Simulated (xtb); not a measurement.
Cl₃Si (SMILES Cl[Si](Cl)Cl), doublet, geometry from GFN2-xTB; GFN2-xTB with ALPB(water) (xtb).

Input for xtb:
```
$ xtb mol.xyz --gfn 2 --chrg 0 --uhf 1 --alpb water --json

# file mol.xyz
4

Cl     1.85834472    -0.43964347    -0.16627542
Si     0.00366610    -0.01083797     0.52515717
Cl    -1.31430510    -1.38571251    -0.16365187
Cl    -0.54705876     1.83428137    -0.10255510
```

It wrote (shortened):

```
   ID    Z sym.   atoms
    1   17 Cl     1, 3, 4
    2   14 Si     2

           -------------------------------------------------
          |                Calculation Setup                |
           -------------------------------------------------

           -------------------------------------------------
          |                 G F N 2 - x T B                 |
           -------------------------------------------------

      * Solvation model:               ALPB
        Solvent                        water
        Parameter file                 internal GFN2-xTB/ALPB
        Dielectric constant                8.0200E+01
        Reference state                gsolv [1 M gas/solution]
        Free energy shift                  1.0808E-03 Eh       6.7819E-01 kcal/mol
        Temperature                        2.9815E+02 K
        Density                            1.0000E+00 kg/L
        Solvent mass                       1.8000E+01 g/mol
        Interaction kernel             P16
        Born radius scaling (c1)           1.4744E+00
        Born radii integrator          GBOBC
        Born offset                        0.0000E+00 a0       0.0000E+00 AA
        H-bond correction              true
        Ion screening                  false
        Surface tension                    1.0000E-05 Eh       1.5569E+01 dyn/cm
        Grid points                               230 per atom

          ...................................................
          :                      SETUP                      :
          :.................................................:
          :  # basis functions                  40          :
          :  # atomic orbitals                  36          :
          :  # shells                           12          :
          :  # electrons                        25          :
          :  max. iterations                   250          :
          :  Hamiltonian                  GFN2-xTB          :
          :  restarted?                      false          :
          :  GBSA solvation                   true          :
          :  PC potential                    false          :
          :  electronic temp.          300.0000000     K    :
          :  accuracy                    1.0000000          :
          :  -> integral cutoff          0.2500000E+02      :
          :  -> integral neglect         0.1000000E-07      :
          :  -> SCF convergence          0.1000000E-05 Eh   :
[...]
         :: total energy             -15.447751053289 Eh    ::
[...]
        23                         -0.0024089              -0.0655
        24                         -0.0024088              -0.0655
       ...                                ...                  ...
        36                          0.7300530              19.8658
      -------------------------------------------------------------
                  HL-Gap            0.1494416 Eh            4.0665 eV
             Fermi-level           -0.3321655 Eh           -9.0387 eV

     #   Z          covCN         q      C6AA      α(0)
     1  17 Cl       0.811    -0.170   104.386    15.630
     2  14 Si       2.412     0.511   175.727    28.903
     3  17 Cl       0.811    -0.170   104.386    15.630
     4  17 Cl       0.811    -0.170   104.386    15.630

 Mol. C6AA /au·bohr⁶  :       1887.227176
 Mol. C8AA /au·bohr⁸  :      93942.557191
 Mol. α(0) /au        :         75.791342

Wiberg/Mayer (AO) data.
largest (>0.10) Wiberg bond orders for each atom

 ---------------------------------------------------------------------------
     #   Z sym  total        # sym  WBO       # sym  WBO       # sym  WBO
 ---------------------------------------------------------------------------
     1  17 Cl   1.295 --     2 Si   1.140
     2  14 Si   3.421 --     4 Cl   1.140     3 Cl   1.140     1 Cl   1.140
     3  17 Cl   1.295 --     2 Si   1.140
     4  17 Cl   1.295 --     2 Si   1.140
 ---------------------------------------------------------------------------

Topologies differ in total number of bonds
Writing topology from bond orders to xtbtopo.mol

molecular dipole:
                 x           y           z       tot (Debye)
 q only:        0.005      -0.013       0.646
   full:        0.000      -0.001       0.063       0.159
molecular quadrupole (traceless):
                xx          xy          yy          xz          yz          zz
 q only:       -1.898      -0.001      -1.896       0.040      -0.117       3.794
  q+dip:       -1.210      -0.001      -1.209       0.025      -0.075       2.419
   full:       -0.996      -0.000      -0.995       0.021      -0.062       1.991

           -------------------------------------------------
          | TOTAL ENERGY              -15.447751053289 Eh   |
          | GRADIENT NORM               0.002394485095 Eh/α |
          | HOMO-LUMO GAP               4.066511733942 eV   |
           -------------------------------------------------

normal termination of xtb
```
